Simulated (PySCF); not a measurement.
Shifts of the heteroatoms

Atoms are numbered as in `[CH2:1]=[CH:2][N:3]([SiH3:4])[Si@H:5]([NH2:6])[C:7]#[N:8]`. Hydrogens are named by the atom that carries them. Ha(C1) is cis to N3; Hb(C1) is trans to N3.

How the numbers were obtained: geometry from GFN2-xTB, σ from GIAO-PBE0/pcSseg-1, in PySCF 2.14 (isolated molecule, a single conformation, rapidly exchanging positions averaged, non-relativistic Hamiltonian).

Question: Where does 29Si resonate?

Answer: 
```
atoms                  environment  σ (ppm)  δ (ppm)
  Si5  silicon bonded to C, 2 N, H    397.0    -46.4
  Si4     silicon bonded to N, 3 H    414.5    -60.7
```

Shieldings were converted by a linear fit to measured shifts: 29Si (scatter 8.9 ppm rms, 25.8 ppm with the 6 outliers that the fit left out vs TMS, solution or neat liquid). Occasional misses reach two or three times the rms, and more in compound classes unlike the fitted ones.

On a 600 MHz spectrometer 29Si resonates near 119.2 MHz, so 1 ppm is 119.2 Hz.

Question: What are the 15N shifts?

Answer: 
```json
{"atoms": "N8", "environment": "nitrile nitrogen", "σ (ppm)": "-95.0", "δ (ppm)": "-60.5"}
{"atoms": "N3", "environment": "enamine nitrogen", "σ (ppm)": "175.1", "δ (ppm)": "-309.4"}
{"atoms": "N6", "environment": "nitrogen bonded to Si, 2 H", "σ (ppm)": "230.3", "δ (ppm)": "-360.3"}
```

Shieldings were converted by a linear fit to measured shifts: 15N (scatter 6.3 ppm rms vs CH3NO2, solution or neat liquid). A few per cent of atoms miss by over 2 rms, more outside the fitted compound classes.

On a 500 MHz spectrometer 15N resonates near 50.7 MHz, so 1 ppm is 50.7 Hz.
